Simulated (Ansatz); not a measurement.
Mulliken charges of C2H6InN, SMILES `CC#[N+][InH3-]` from ωB97M-V/def2-TZVPP in Ansatz (PBE0-D4/def2-TZVP geometry).

```
atom   x (Å)   y (Å)   z (Å)  charge (e)
  C1  -0.929   1.616  -1.409      -0.177
  C2  -0.352   0.617  -0.540      -0.016
  N3   0.106  -0.175   0.148      -0.105
 In4   1.070  -1.841   1.596       0.310
  H5  -0.667   2.613  -1.051       0.145
  H6  -0.548   1.488  -2.423       0.145
  H7  -2.015   1.513  -1.419       0.145
  H8   0.514  -3.206   0.685      -0.149
  H9   0.196  -1.365   3.014      -0.149
 H10   2.709  -1.312   1.402      -0.149
```

**Question.** By hand: the dipole of these point charges (1 e Å = 4.8032 D).

**Answer.** Σ q r = (-0.487, 0.842, -0.732) e Å, of length 1.217 e Å = 5.85 D.

**Question.** How does the dipole of the full density compare? (Best estimate.)

**Answer.** Computed: (-0.610, 1.056, -0.918) e Å, 7.33 D; the point charges give 0.80 times that, at 0° from its direction.

Point charges leave out the atoms' own dipoles, such as those of lone pairs, and Mulliken's split depends on the basis, so the two needn't agree.
